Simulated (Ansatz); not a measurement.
CH, doublet (typed; the unrestricted solution is spin-contaminated), at a GFN2-xTB geometry. Base run: PBE0/def2-SV(P) (Ansatz, a quantum-chemistry and plane-wave program).

Input for Ansatz:
Ansatz 0.2 input:
```yaml
crystal:
  periodic: [false, false, false]
  atoms:
    - {symbol: C, position_ang: [-0.00000000, -0.00000000, -0.15909141]}
    - {symbol: H, position_ang: [0.00000000, 0.00000000, 0.95454846]}
basis:
  gaussian:
    orbitals: def2-SV_P_.json
hamiltonian:
  xc: pbe0
magnetization: {spin_polarized: true, initial_magnetization: 1}
```
The basis file holds def2-SV(P) in the JSON format of the Basis Set Exchange.

The base run was repeated with changes; each row names its change, and settings that it needs were set with it.

| change | basis functions | E (Eh) |
|---|---|---|
| base | 16 | -38.38953 |
| basis = jorge-DZP-DKH; relativity = spin-free X2C | 20 | -38.44383 |
| basis = x2c-TZVPall; relativity = none | 37 | -38.43791 |
| basis = cc-pVTZ-DK; relativity = spin-free X2C | 44 | -38.45267 |
| basis = x2c-TZVPall; relativity = spin-free X2C; nucleus = Gaussian | 37 | -38.45361 |
| basis = jorge-DZP-DKH; relativity = spin-free X2C; nucleus = Gaussian | 20 | -38.44383 |
| basis = jorge-DZP-DKH; relativity = none | 20 | -38.42830 |
| basis = cc-pVTZ-DK; relativity = none | 44 | -38.43702 |
| basis = x2c-TZVPall; relativity = spin-free X2C | 37 | -38.45361 |
| basis = cc-pVTZ-DK; relativity = spin-free X2C; nucleus = Gaussian | 44 | -38.45267 |

Totals shift with the method and basis; they matter in differences.

Ansatz warned in this series: the basis is contracted for relativity, which the run leaves out.

Basis sets contracted for a relativistic Hamiltonian are a mismatch without it, so the rows without relativity aren't non-relativistic limits. No row has spin-orbit coupling; sets with core potentials leave out the core electrons.
